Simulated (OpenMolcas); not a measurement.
Cr5+, Mo5+, W5+: d down the group

* Program: OpenMolcas 26.06
* Method: RASSCF
* Basis: ANO-RCC-VQZP
* Scalar Hamiltonian: DKH2, point nucleus
* Spin-orbit coupling: state interaction with AMFI integrals over the reference wave functions, term energies averaged over their components

Active space for each ion: 7 electrons in 8 orbitals (RAS1 p, at most 2 holes; RAS2 d).

Computed levels in cm-1 above 2D 3/2:

```
                               Level  Cr5+  Mo5+   W5+
                              2D 5/2   946  2645  9479
weight of 2D in the lowest level (%)   100   100   100
```

Measured, with the error of the calculation in %. Measured levels: Cr5+ from Sugar and Corliss, J. Phys. Chem. Ref. Data 6, 317 (1977); Mo5+ from Sugar and Musgrove, J. Phys. Chem. Ref. Data 17, 155 (1988); W5+ from the list in J. Phys. B 45, 035002 (2012).

```tsv
Level	Cr5+	Mo5+	W5+
2D 5/2	940 (+0.6)	2584 (+2.4)	8709 (+8.8)
```

The fine-structure level 2D 5/2 changes by a factor of 10 from Cr5+ to W5+.

Without dynamic correlation excited terms often stand tens of per cent too high (terms of higher spin than the ground term too low), and those without a measured partner can miss by more than the paired ones. Active for correlation alone: 3p; no level in the range computed is led by a configuration that opens it, so any true level of that kind is missing (holds for Cr5+). Active for correlation alone: 4p; no level in the range computed is led by a configuration that opens it, so any true level of that kind is missing (holds for Mo5+). Active for correlation alone: 5p; no level in the range computed is led by a configuration that opens it, so any true level of that kind is missing (holds for W5+). Computed and measured levels are paired by configuration, term and J; levels that our copy of the source lacks, or whose pairing is in doubt (as where it misses far off the trend of its configuration), stay unpaired and out of the deviations. Levels of configurations outside the active space are missing.
